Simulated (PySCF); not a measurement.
## Correlation energy of Ne²⁺ (neon, charge +2)

[He] 2s2 2p3 3d1, high-spin 5D determinant (an excited configuration). All numbers are calculated (PySCF 2.14, the spin-free X2C one-electron Hamiltonian (Gaussian nucleus), in dyall-acv3z (15s9p4d2f, 76 functions)). Frozen: nothing; 8 electrons correlated; the 5 highest virtual orbitals of each spin left out.

MP2 pair energies summed by pair of shells (mhartree):

```csv
pair,energy,share (%)
2s-2p,-70.76,40.0
1s-1s,-37.41,21.1
2p-2p,-23.54,13.3
1s-2p,-11.33,6.4
2s-2s,-11.17,6.3
2s-3d,-8.67,4.9
2p-3d,-7.21,4.1
1s-2s,-6.86,3.9
1s-3d,-0.06,0.0
```

Total MP2 correlation energy: -177.02 mhartree.

Same-spin part -44.72 and opposite-spin part -132.29 mhartree; SCS-MP2 scales them by 1/3 and 6/5 to -173.66 mhartree.
